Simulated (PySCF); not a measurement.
Consider `FC(F)(F)c1ccc(Cl)cc1` (C7H4ClF3). Atom numbers as in the mapped SMILES `[F:1][C:2]([F:3])([F:4])[c:5]1[cH:6][cH:7][c:8]([Cl:9])[cH:10][cH:11]1`. These are map numbers, not IUPAC locants.

Energies: ωB97X-D3(BJ)/ma-def2-SVP (PySCF, density fitting, integration grid level 2) on PBE0-D3(BJ)/def2-SVP structures. ωB97X-D3(BJ) is ωB97X-V with D3(BJ) in place of VV10. Zero-point and thermal terms (298.15 K, 1 bar) come from unscaled PBE0-D3(BJ)/def2-SVP harmonic frequencies, with soft modes damped to free rotors in the entropy.

(1) What are the vertical and the adiabatic ionisation energy for forming the radical cation?

(2) Where does the unpaired spin of the relaxed radical cation sit?

(3) What oxidation potential follows in DMSO (IEF-PCM), on the absolute scale?

(4) How far is −ε(HOMO) from the vertical value by ΔSCF?

## Answers

(1) 9.82 eV vertical and 9.57 eV adiabatic, the latter with zero-point energy.

(2) C5 (aromatic carbon) 0.40, C8 (aromatic carbon) 0.28, Cl9 (chlorine) 0.21, C7 (aromatic carbon) 0.13 (intrinsic atomic orbital populations).

(3) In the gas phase ΔG of oxidation is 9.544 eV, and solvation is -16.1 kJ/mol for the parent and -229.7 kJ/mol for the product, so the absolute potential is 7.33 V. The solvent is electrostatics only, on gas-phase structures; the absolute scale refers to an electron at rest in vacuum.

(4) −ε(HOMO) = 10.01 eV, which is 0.19 eV above the ΔSCF value.

Caveats: ma-def2-SVP is a small basis, whose errors can reach tens of kJ/mol; spin-orbit coupling is left out of the energies, which matters for open shells on the heavier atoms.
